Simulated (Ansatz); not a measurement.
```yaml
crystal:
  periodic: [false, false, false]
  atoms:
    - {symbol: C, position_ang: [-0.699889, -2.048579, 0.017790]}
    - {symbol: C, position_ang: [-0.141556, -0.437882, 0.157002]}
    - {symbol: C, position_ang: [1.519645, -0.430937, 0.538493]}
    - {symbol: C, position_ang: [-1.022626, 0.373384, 1.379101]}
    - {symbol: N, position_ang: [-0.335903, 0.265082, -1.315023]}
    - {symbol: In, position_ang: [0.488138, 2.299435, -1.765488]}
    - {symbol: F, position_ang: [-0.129447, 3.470826, -3.486904]}
    - {symbol: F, position_ang: [2.148760, 3.274161, -0.757984]}
    - {symbol: H, position_ang: [-0.555295, -2.649294, 1.073619]}
    - {symbol: H, position_ang: [-1.891511, -2.073342, -0.266104]}
    - {symbol: H, position_ang: [-0.083838, -2.639342, -0.857064]}
    - {symbol: H, position_ang: [1.957093, 0.713254, 0.619743]}
    - {symbol: H, position_ang: [2.157714, -1.028402, -0.317011]}
    - {symbol: H, position_ang: [1.718135, -0.971027, 1.617327]}
    - {symbol: H, position_ang: [-2.212076, 0.426357, 1.093567]}
    - {symbol: H, position_ang: [-0.916400, -0.191042, 2.460419]}
    - {symbol: H, position_ang: [-0.609879, 1.520235, 1.516945]}
    - {symbol: H, position_ang: [-1.391076, 0.127102, -1.708439]}
basis:
  gaussian: {orbitals: STO-3G, point_charges: [{charge: 0.50, position_ang: [4.989, 0.515, -0.905]}]}
hamiltonian: {xc: {name: HF}}
correlation: {method: ccsd, electrons: all}
accuracy: high
smearing: {width: 0.1}
```

```sh
$ ansatz run in.yaml --threads 2 --pin off --events-out ev --progress --plain --max-ram 31744MiB --backend cpu
```

Shortened log:

```
Error: YAML parse error: error: line 27 column 1: unknown field `smearing`, expected one of crystal, accuracy, basis, kpoints, hamiltonian, magnetization, projection, total_charge, correlation, batch, efield, external_charges, scf, relax, neb, saddle, md, ramp, phonons, dielectric, real_time, elastic, magnetic_configurations, gw, evaluate, workflow, output, checkpoint, execution
25 | correlation: {method: ccsd, electrons: all}
26 | accuracy: high
27 | smearing: {width: 0.1}
```

Question: What is wrong with this run?

Answer: The input holds a key that doesn't belong there. The input was rejected before any iteration.
